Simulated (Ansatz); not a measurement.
Cost and result for the atomization energy of CH$_{9}$BOSi$_{2}$ (14 atoms, 13 bonds).

```xyz
14

B    -1.478    0.106   -0.474
Si   -0.286    0.055   -1.937
O     0.901    1.115   -2.305
Si   -0.004   -0.875    0.610
C     0.746    0.249    1.911
H    -1.676    1.167    0.055
H    -2.385   -0.666   -0.643
H     0.002   -1.101   -2.822
H     0.866    1.964   -1.854
H     1.149   -1.331   -0.264
H    -0.520   -2.141    1.197
H     1.526   -0.263    2.478
H    -0.027    0.587    2.604
H     1.187    1.133    1.444
```

Charge 0, multiplicity 1. The bonds changed during the relaxation, so this is another structure than the one it started from. All single points use the PBE0-D4/def2-TZVP geometry. It is one conformer, not always the lowest. Program: Ansatz. All runs use 4 threads of an Arm Neoverse V1 on a shared host. Times are those of one run each, without the atoms' runs, and a repeat can differ threefold. Electronic energies, without spin–orbit coupling; frozen cores. CCSD(T)/CBS adds CCSD(T) − MP2 in def2-TZVPP to the MP2 limit, and its time is that of the two runs behind it. T1 = 0.013. B3LYP takes the VWN-RPA correlation (the form of Gaussian; ORCA's B3LYP/G).

CCSD(T)/CBS is a level of theory with its own doubt, some kJ/mol a heavy atom from the limit and from the frozen cores, so smaller differences don't rank the functionals.

| level | functions | atomization (kJ/mol) | difference from CCSD(T)/CBS | per bond |
| --- | --- | --- | --- | --- |
| B2PLYP/def2-TZVPP | 303 | 4731.3 | -56.9 | -4.4 |
| r2SCAN-D4/def2-TZVPP (with forces) | 303 | 4822.1 | 33.9 | 2.6 |
| MP2/def2-QZVPP | 581 | 4776.2 | -12.0 | -0.9 |
| B3LYP-D4/def2-TZVPP (with forces) | 303 | 4792.6 | 4.4 | 0.3 |
| ωB97X-V/def2-TZVPP | 303 | 4809.5 | 21.3 | 1.6 |
| PBE-D4/def2-TZVPP (with forces) | 303 | 4836.5 | 48.3 | 3.7 |
| PBE0-D4/def2-TZVPP | 303 | 4783.3 | -4.9 | -0.4 |
| CCSD(T)/def2-TZVPP | 303 | 4672.5 | -115.7 | -8.9 |
| ωB97M-V/def2-TZVPP (with forces) | 303 | 4809.2 | 21.0 | 1.6 |
| CCSD(T)/CBS(def2) | – | 4788.2 | 0.0 | 0.0 |

(1) Order the runs by time, with rough figures. (Best estimate.)

Answers

(1) Computed: PBE-D4/def2-TZVPP (with forces) 3.7 s; PBE0-D4/def2-TZVPP 4.7 s; r2SCAN-D4/def2-TZVPP (with forces) 7.5 s; B3LYP-D4/def2-TZVPP (with forces) 8 s; B2PLYP/def2-TZVPP 9 s; ωB97X-V/def2-TZVPP 12 s; ωB97M-V/def2-TZVPP (with forces) 18 s; MP2/def2-QZVPP 36 s; CCSD(T)/def2-TZVPP 16 min; CCSD(T)/CBS(def2) 17 min.

In def2-TZVPP, CCSD(T) changes the Hartree–Fock value by +1103.9 kJ/mol (the triples alone add +60.7 kJ/mol) and MP2 by +1139.0 kJ/mol; breaking electron pairs costs correlation energy, which Hartree–Fock lacks. From PBE to PBE0 (25 % exact exchange), in def2-TZVPP and without D4, the atomization energy moves by −48.5 kJ/mol: exact exchange takes away binding that semilocal exchange gives to molecules. The D4 term adds +51.5 kJ/mol with B3LYP and +27.4 kJ/mol with PBE0; it sums over pairs of atoms, weighted by their polarisabilities, and B3LYP, whose exchange is more repulsive, gets the larger term.
